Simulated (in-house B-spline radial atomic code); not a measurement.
A fraction x of an electron is moved 3d → 4p in Mn, starting from [Ar] 3d5 4s2 and keeping the highest spin. Computed with an all-electron radial atomic-structure program (B-spline basis): non-relativistic TPSSh, spin-polarised, spherical fractional occupations, point nucleus.

Caution: exact exchange at fractional occupations of open shells leaves self-interaction of up to several eV.

| x | E(x) - E(0) (eV) | 3d up level (eV) | 4p up level (eV) |
| --- | --- | --- | --- |
| 0 | 0.0000 | -9.356 | - |
| 0.125 | 1.0382 | -10.110 | -1.534 |
| 0.25 | ? | ? | ? |
| 0.375 | 3.3188 | -11.623 | -1.951 |
| 0.5 | 4.5625 | -12.384 | -2.156 |
| 0.625 | 5.8761 | -13.151 | -2.360 |
| 0.75 | 7.2606 | -13.924 | -2.562 |
| 0.875 | ? | ? | ? |
| 1 | 10.2457 | -15.485 | -2.960 |

Q: What belongs in the row x = 0.25?

A: An energy change of 2.1443 eV; 3d up at -10.865 eV, 4p up at -1.743 eV.

Q: What belongs in the row x = 0.875?

A: An energy change of 8.7168 eV; 3d up at -14.702 eV, 4p up at -2.762 eV.

Q: Check Janak's theorem between x = 0.375 and 0.5.

A: The slope of the energy is 9.95 eV; the orbital levels give 9.95 eV (ε of the receiving orbital less ε of the emptying one, averaged over the two points).
